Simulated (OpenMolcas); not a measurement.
**I5+: effect of the basis set**

```json
{
  "Program": "OpenMolcas 26.06",
  "Method": "MS-CASPT2, IPEA 0.25 Eh, imaginary shift 0.1 Eh (closed shells correlated: 4d)",
  "Active space": "2 electrons in 4 orbitals (5s 5p)",
  "State averaging": "2S+1 = 3 even, 3 roots; 2S+1 = 1 even, 7 roots; 2S+1 = 3 odd, 3 roots; 2S+1 = 1 odd, 3 roots",
  "Spin-orbit coupling": "RASSI with atomic mean-field integrals over the reference wave functions, term energies averaged over their components"
}
```

A. ANO-R1 [6s5p3d1f], X2C, finite nucleus; CASPT2 step roughly 1.7 core-seconds
B. ANO-RCC-VDZP [6s5p3d1f], DKH2, point nucleus; CASPT2 step of the order of 2.1 core-seconds
C. ANO-R2 [7s6p4d2f1g], X2C, finite nucleus; CASPT2 step roughly 3 core-seconds
D. ANO-RCC-VTZP [7s6p4d2f1g], DKH2, point nucleus; CASPT2 step about 2.8 core-seconds
E. ANO-RCC-VQZP [8s7p5d3f2g], DKH2, point nucleus; CASPT2 step about 5 core-seconds
F. ANO-R3 [8s7p5d4f3g2h], X2C, finite nucleus; CASPT2 step of the order of 11 core-seconds

Energies in cm-1 above 5s2 1S0, the measured ground level; measured values from the list in Rauch et al., Astron. Astrophys. 606, A105 (2017).

```csv
Level,A,B,C,D,E,F,Measured
5s2 1S0,0.0,0.0,0.0,0.0,0.0,0.0,0.0
5s 5p 3P* 0,80620,86240,86190,86970,86870,87480,85666
5s 5p 3P* 1,84020,89480,89460,90390,90030,90610,89262
5s 5p 3P* 2,93700,98580,98590,99980,98790,99370,99685
5s 5p 1P* 1,122060,126370,125160,126850,125610,125530,127424
5p2 3P0,188880,201180,200350,202570,201780,202550,200085
5p2 3P1,196440,208260,207580,210240,208690,209520,208474
5p2 1S0,235420,246080,242830,245810,243340,243380,245658
```

Deviations, from unrounded energies. A percentage is the sum of absolute deviations over the sum of measured energies, with the sign that they share, or ± where signs differ.

| Against measurement | Levels | A | B | C | D | E | F |
| --- | --- | --- | --- | --- | --- | --- | --- |
| mean absolute deviation (cm-1) | 7 | 7900 | 670 | 1200 | 1100 | 1300 | 1600 |
| other configurations (%) | 7 | -5.2 | ±0.4 | ±0.8 | ±0.7 | ±0.8 | ±1.1 |

B lies closest to measurement on these levels and A furthest from it. The largest miss of B in the table is 5s 5p 3P* 2, by -1100 cm-1. The ranking rests on the paired levels alone, and a cruder setting can come out closer through cancelling errors.

Among A to F the level of the table that moves most is 5p2 3P1, by 14000 cm-1 (lowest in A, highest in D). Moves below CASPT2's spread within the term are not significant.

Over all roots computed the reference weight is 0.90 to 0.95 in C, 0.90 to 0.95 in D, 0.90 to 0.95 in E, 0.89 to 0.95 in F; the roots of lowest weight are the least certain, and an intruder state may touch them. The ¹D term of p² mixes with s d, which this space lacks. The basis is small and was not contracted for so high a charge (holds for A; B). Measured partners are found by configuration, term and J. A level has none where our copy of the source lacks it or the pairing is in doubt (some pairs that miss far off the trend of their configuration count as doubtful), and it then counts in no deviation. Only configurations of the active space appear. The table leaves out levels that lie high or whose names do not pair safely across all columns.

* marks odd parity.
